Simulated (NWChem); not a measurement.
Atomisation of C2H7FSi2

```xyz
12

F      1.2557    -0.7482     0.0000
C     -0.0670    -0.4723     0.0000
Si    -1.1490    -2.0231     0.0000
C     -0.4579     0.8061     0.0000
Si     0.7522     2.2428     0.0000
H     -0.8517    -2.8376     1.2141
H     -2.5757    -1.5918     0.0000
H     -0.8517    -2.8376    -1.2141
H     -1.5372     0.9887     0.0000
H      1.6228     2.2081     1.2128
H      1.6228     2.2081    -1.2128
H     -0.0264     3.5168     0.0000
```
Charge 0, spin multiplicity 1.

All runs are NWChem calculations. Structure: optimised with PBE0/def2-SVP, held to Cs symmetry and with no frequency check, so it may be a saddle point.

Basis set: def2-SVP. The atomisation energy is electronic alone: no zero-point, thermal, spin-orbit or counterpoise terms. No value is extrapolated to the basis-set limit. Free atoms are single determinants with multiplicities F 2, C 3, Si 3, H 2. Correlated methods freeze the same cores in atoms and molecule, 13 orbitals in all.

B3LYP has NWChem's definition, with VWN1-RPA local correlation. The structure started from a generated list of species. No SCF solution was tested for a lower state. Open-shell Hartree-Fock references start from PBE0 orbitals.

**Question.** Order these methods by the atomisation energy they give, lowest first: HF, MP2, PBE, B3LYP, PBE0, BHandHLYP.

**Answer.** HF (742.2 kcal/mol), MP2 (943.8 kcal/mol), BHandHLYP (965.0 kcal/mol), B3LYP (986.8 kcal/mol), PBE0 (988.0 kcal/mol), PBE (1002.9 kcal/mol)
